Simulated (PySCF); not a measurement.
**State search for CsCl**

Unrestricted PBE0; Cs def2-SVPD with ECP46, Cl def2-SVPD; scalar-relativistic core potentials (PySCF 2.14). Outer shells of the fragments: Cs 6s1; Cl 3s2 3p5.

Followed along the bond (rough minima from three points):

```json
{"2Ms+1": "1", "unpaired": "none", "⟨S²⟩ at the start": "0.00", "R at minimum (Å)": "3.00", "Te (eV)": "0.00"}
{"2Ms+1": "3", "unpaired": "σ ↑, π ↑", "⟨S²⟩ at the start": "2.00", "R at minimum (Å)": "none in the scan", "Te (eV)": "≤ 4.49"}
```

Solutions found at the starting distance of 3.175 Å, counted from the lowest of them; the search is not exhaustive and high or unbound solutions are not listed, so other states can lie among these:

```json
{"2Ms+1": "1", "unpaired": "none", "term": "¹Σ⁺", "E (eV)": "0.00", "⟨S²⟩": "0.00", "⟨Lz²⟩": "0.00", "μ (D)": "-12.12"}
{"2Ms+1": "3", "unpaired": "σ ↑, π ↑", "term": "³Π", "E (eV)": "4.55", "⟨S²⟩": "2.00", "⟨Lz²⟩": "1.01", "μ (D)": "1.45"}
{"2Ms+1": "1", "unpaired": "σ ↑, π ↓", "term": "mixed", "E (eV)": "4.57", "⟨S²⟩": "1.00", "⟨Lz²⟩": "1.01", "μ (D)": "1.71"}
{"2Ms+1": "3", "unpaired": "σ ↑↑", "term": "³Σ⁺", "E (eV)": "4.63", "⟨S²⟩": "2.00", "⟨Lz²⟩": "0.00", "μ (D)": "1.75"}
{"2Ms+1": "3", "unpaired": "π ↑↑", "term": "mixed", "E (eV)": "5.67", "⟨S²⟩": "2.00", "⟨Lz²⟩": "2.01", "μ (D)": "0.88"}
{"2Ms+1": "3", "unpaired": "π ↑↑", "term": "mixed", "E (eV)": "5.72", "⟨S²⟩": "2.00", "⟨Lz²⟩": "2.01", "μ (D)": "1.87"}
{"2Ms+1": "3", "unpaired": "σ ↑, π ↑", "term": "³Π", "E (eV)": "5.83", "⟨S²⟩": "2.00", "⟨Lz²⟩": "1.00", "μ (D)": "2.24"}
{"2Ms+1": "3", "unpaired": "π ↑, δ ↑", "term": "mixed", "E (eV)": "6.24", "⟨S²⟩": "2.00", "⟨Lz²⟩": "5.01", "μ (D)": "0.46"}
```

A term symbol is given only where ⟨S²⟩ and ⟨Lz²⟩ are close to those of a pure state; real π, δ and φ orbitals otherwise mix terms. A positive dipole means Cs(−)Cl(+).

The measured ground state is X ¹Σ+ (Huber and Herzberg, Constants of Diatomic Molecules (1979)).

Spin–orbit coupling is left out. Counting both spins, an empty level lies below a filled one in some of these solutions, because spin and occupation are held.
